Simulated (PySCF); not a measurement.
C5H15GeN.
SMILES: `C(CCC)C[NH][GeH3]`

Method: PySCF, TDDFT PBE0/def2-SVPD, vertical, gas phase, core orbitals frozen in the response. One conformer (not necessarily the lowest) at the PBE0-D3(BJ)/def2-SVP geometry, without solvent, vibrations or thermal averaging. The PBE0/def2-SVPD calculation is non-relativistic and has no spin–orbit coupling, an omission that weighs most on germanium. Torsions of this conformer, `[CH3:1][CH2:2][CH2:3][CH2:4][CH2:5][NH:6][GeH3:7]`: C1–C2–C3–C4 180°, C2–C3–C4–C5 180°, C3–C4–C5–N6 -179°, C4–C5–N6–Ge7 162°.

Question: List the vertical singlet excitations with oscillator strengths and describe the spectrum.

Answer: 

```
state  λ (nm)  E (eV)       f  main configurations (H = HOMO, L = LUMO)
   S1   221.0    5.61   0.010                                 H→L (93%)
   S2   200.1    6.20   0.037                               H→L+1 (92%)
   S3   187.3    6.62  0.0042     H→L+2 (45%), H→L+3 (37%), H→L+4 (11%)
   S4   184.7    6.71  0.0063     H→L+2 (39%), H→L+3 (38%), H→L+5 (16%)
   S5   179.7    6.90  0.0072     H→L+5 (65%), H→L+3 (12%), H→L+6 (11%)
   S6   172.7    7.18   0.029      H→L+4 (55%), H→L+6 (21%), H→L+7 (9%)
   S7   170.6    7.27   0.025                  H→L+7 (78%), H→L+4 (11%)
   S8   168.5    7.36   0.018      H→L+6 (59%), H→L+4 (11%), H→L+7 (9%)
   S9   158.7    7.81   0.025                               H→L+8 (86%)
  S10   150.8    8.22   0.016                               H-1→L (82%)
```

Triplets, Tamm–Dancoff:

```
state  E (eV)  λ (nm)  main configurations (H = HOMO, L = LUMO)
   T1    5.31   233.4                    H→L (72%), H→L+1 (24%)
   T2    5.89   210.6                    H→L+1 (69%), H→L (25%)
   T3    6.51   190.4     H→L+3 (53%), H→L+2 (20%), H→L+5 (11%)
   T4    6.62   187.4     H→L+2 (52%), H→L+3 (17%), H→L+4 (14%)
```

The lowest singlet comes at 221 nm (541 kJ/mol) in the ultraviolet; it is weak; its leading configuration is HOMO→LUMO (93%). The most intense listed level is S2 at 6.20 eV (200 nm, f = 0.037), 0.59 eV above S1. Löwdin shares by element: HOMO nitrogen 58%, carbon 11% or more, germanium 9%, hydrogen 6% or more (atoms not listed hold the other 17%); LUMO germanium 41%, hydrogen 16% or more, carbon 8% or more (atoms not listed hold the other 35%). Of the 10 states listed, 7 reach f = 0.01 and none stays under 0.0005. The listed states span 2.61 eV, and the widest gap between neighbours is 0.59 eV (S1 to S2). The oscillator strengths of these states sum to 0.178; summed over the whole spectrum of an exact calculation they would give the number of electrons, 84 (Thomas–Reiche–Kuhn). The vertical ionisation energy (ΔSCF) is 8.49 eV, 0.26 eV above S10. Singlets were solved by full linear response, triplets in the Tamm–Dancoff approximation.
